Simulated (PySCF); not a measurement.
Circular dichroism: `InChI=1S/C6H9NO/c1-8-4-6-2-5(6)3-7/h5-6H,2,4H2,1H3/t5-,6-/m1/s1`

Geometry (Å), atoms numbered from 1 in this order:
```xyz
17

C    -2.188    1.017    0.047
O    -1.470    0.334   -0.952
C    -0.812   -0.829   -0.506
C     0.330   -0.557    0.453
C     1.667   -1.185    0.233
C     1.485    0.285   -0.052
C     2.062    1.232    0.832
N     2.512    1.990    1.564
H    -2.885    0.344    0.562
H    -1.523    1.478    0.786
H    -2.748    1.799   -0.462
H    -1.532   -1.513   -0.028
H    -0.434   -1.300   -1.417
H     0.032   -0.390    1.482
H     2.251   -1.462    1.098
H     1.798   -1.840   -0.615
H     1.448    0.608   -1.085
```

Method: TDDFT LC-wPBE/aug-cc-pVDZ circular dichroism and optical rotation, one conformer, gas phase (PySCF 2.14.0). Geometry: GFN2-xTB.

The molecule is flexible and this is one conformer; a measurement averages over conformers.

Question: What are the CIP labels of the stereocentres?

Answer: C4 S, C6 S.

Question: List the lowest 12 singlet excitations with oscillator and rotatory strengths.

Answer: Rotatory strengths R in 10⁻⁴⁰ esu² cm², velocity form and length form (origin at the centre of mass); f in length form.
```csv
state,E (eV),λ (nm),f,R (velocity),R (length),main
1,7.43,167,0.014,+5.7,+5.6,"HOMO→LUMO 0.40, HOMO→LUMO+2 0.19"
2,7.46,166,0.0009,-1.0,-0.9,"HOMO−1→LUMO+13 0.29, HOMO−1→LUMO+12 0.09"
3,7.92,157,0.035,+21.1,+21.0,"HOMO→LUMO+1 0.50, HOMO→LUMO+2 0.15"
4,7.97,156,0.062,-4.8,-4.9,"HOMO−1→LUMO+11 0.20, HOMO−1→LUMO+10 0.10"
5,8.16,152,0.012,-12.0,-12.2,HOMO−2→LUMO+11 0.17
6,8.21,151,0.009,-20.4,-20.4,"HOMO→LUMO+3 0.30, HOMO→LUMO+2 0.21"
7,8.35,149,0.014,-7.2,-7.3,"HOMO→LUMO 0.17, HOMO→LUMO+3 0.13"
8,8.44,147,0.006,-1.9,-1.9,"HOMO−1→LUMO 0.25, HOMO−1→LUMO+3 0.19"
9,8.64,144,0.004,-7.6,-7.4,"HOMO→LUMO+4 0.27, HOMO→LUMO+3 0.11"
10,8.67,143,0.005,-8.4,-8.4,"HOMO−1→LUMO+1 0.36, HOMO−1→LUMO+2 0.24"
11,8.86,140,0.007,+4.0,+4.0,HOMO−2→LUMO 0.29
12,8.95,139,0.005,+8.2,+8.2,"HOMO→LUMO+5 0.22, HOMO→LUMO+4 0.11"
```

Among the states computed, the strongest CD band (largest |R|) is state 3. The largest dissymmetry factor in size, g = 4R/(D+G), with D and G the electric and magnetic dipole strengths, is -0.029 for state 6 (velocity form, f = 0.009), among bands with |R| over 0.5. The mirror image has the same energies and oscillator strengths and all R with the opposite sign.
